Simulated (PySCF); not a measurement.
Two-component Hartree-Fock for Hg⁴¹⁺ (mercury, charge +41)

Start: [Kr] 4d3; 4d3/2 filled at m_j = -1/2, +1/2, +3/2. Calculated with PySCF 2.14 in an even-tempered Gaussian basis (16 s from 5 bohr⁻², ratio 2.8; 14 p from 6.5 bohr⁻², ratio 2.8; 9 d from 6.5 bohr⁻², ratio 2.8; 3 f from 25 bohr⁻², ratio 3): generalised Hartree-Fock with the X2C-1e Hamiltonian and a Gaussian nucleus; one run each with spin-orbit coupling (SO) switched off, then screened by Boettger's factors.

```
spinor shell  electrons  ε, spin-free (eV)  ε, screened SO (eV)  weight of nominal j (screened SO)  rms radius, screened SO (bohr)
       1s1/2          2           -85465.6             -85429.7                              1.000                          0.0187
       2s1/2          2           -16862.9             -16850.3                              1.000                          0.0756
       2p1/2          2           -14817.8             -16224.3                              1.000                          0.0639
       2p3/2          4           -14817.8             -14265.8                              1.000                          0.0720
       3s1/2          2            -5466.2              -5461.2                              1.000                           0.191
       3p1/2          2            -4861.3              -5183.1                              1.000                           0.182
       3d3/2          4            -4227.4              -4285.6                              1.000                           0.173
       3d5/2          6            -4227.4              -4183.3                              1.000                           0.177
       4s1/2          2            -2437.3              -2435.2                              1.000                           0.399
       4p1/2          2            -2209.7              -2319.3                              1.000                           0.397
       4p3/2          4            -2209.7              -2163.8                              1.000                           0.426
       4d3/2          3            -1980.0              -1992.2                              0.998                           0.406
```

(1) Where does 3p3/2 lie, and what is the 3p spin-orbit splitting (screened SO)?

```
   quantity     spin-free   screened SO
E (hartree)  -18538.18260  -18572.17870
        M_J           3/2           3/2
       ⟨J²⟩         6.751         3.768
       ⟨L²⟩        12.001         7.751
       ⟨S²⟩         3.750         2.152
```

Each row is a mean over spinors that exchange with the open shell spreads, by up to 13.881 eV (4p1/2).

Breit and QED terms are absent; they matter most for the inner s and p1/2 levels.

Densities and radii are taken from the X2C orbitals without a picture-change correction, which distorts them close to the nucleus.

Without spin-orbit coupling the j labels of p, d and f shells carry no meaning; the spin-free column gives the mean over the occupied spinors of each nl shell, and its ⟨J²⟩ belongs to a mixture of degenerate components.

Answers

(1) At -4730.4 eV, 452.77 eV above 3p1/2.
